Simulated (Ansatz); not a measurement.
A geometry optimisation of CClGeMg with B3LYP-D3(BJ)/6-311G**

The starting geometry of this gas-phase doublet was optimised with GFN2-xTB.

```xyz
4

C    -2.4670    0.5332    1.7154
Cl   -1.4143   -0.2448   -2.2825
Ge   -2.9840    2.1682    1.2665
Mg   -1.9084   -0.0246   -0.2104
```

Task: Where would you expect an optimisation with B3LYP-D3(BJ)/6-311G** to take it?

Result: A bond breaks, giving a structure given below by its coordinates. Contacts that open: Ge3–Mg4 (2.85 → 3.83 Å).

The energy falls by 0.30 eV over 12 steps:

| step | E − E(last) (eV) |
| --- | --- |
| 1 | 0.300 |
| 2 | 0.214 |
| 3 | 0.178 |
| 5 | 0.136 |
| 6 | 0.109 |
| 7 | 0.078 |
| 8 | 0.031 |
| 10 | 0.000 |
| 11 | 0.000 |
| 12 | 0.000 |

Final geometry (Å):

```xyz
4

C    -2.5691    1.1652    1.0157
Cl   -1.1460   -0.9453   -2.3707
Ge   -3.1721    2.0588    2.4530
Mg   -1.8865    0.1533   -0.6090
```

No frequencies were run, so the end isn't proven a minimum. Open shells are spin-unrestricted. Run with Ansatz 0.2.0, 8.7 min on 2 threads of Intel(R) Xeon(R) Processor @ 2.70GHz, on a shared host.
